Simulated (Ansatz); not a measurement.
Coupled-cluster diagnostics for Al₂Cl₆, Ansatz.

Geometry of the singlet (r2SCAN-D4/def2-SVP):

```xyz
8

Al    0.260    2.047   -0.692
Al   -0.224   -1.862    0.609
Cl   -1.108   -0.645    2.075
Cl    1.073    3.265   -2.154
Cl   -0.784    2.755    0.937
Cl   -1.482   -2.848   -0.752
Cl    0.598   -0.037   -1.033
Cl    1.668   -2.676    1.008
```

Correlated methods freeze 40 core orbitals. Another isomer (singlet) lies 1.09 eV lower at PBE0-D4/def2-TZVP; other spin states weren't run for this one.

Estimate the CCSD(T) correlation energy, the shares of MP2 and (T), T1 and the reference's ⟨S²⟩ for: charge 0, singlet, own geometry in def2-SVP; and the rough time on 4 threads of Arm Neoverse V1 on a shared host.


```
                          state     basis  correlation (eV)  MP2 share (%)  (T) share (%)     T1  ⟨S²⟩ (pure)  wall time
charge 0, singlet, own geometry  def2-SVP           -27.018           90.7            2.0  0.009  0.00 (0.00)       17 s
```
Customary marks for T1 are 0.02 (closed shells), 0.045 (open shells) and about 0.05 (3d metals). T1 stays under 0.02 throughout.
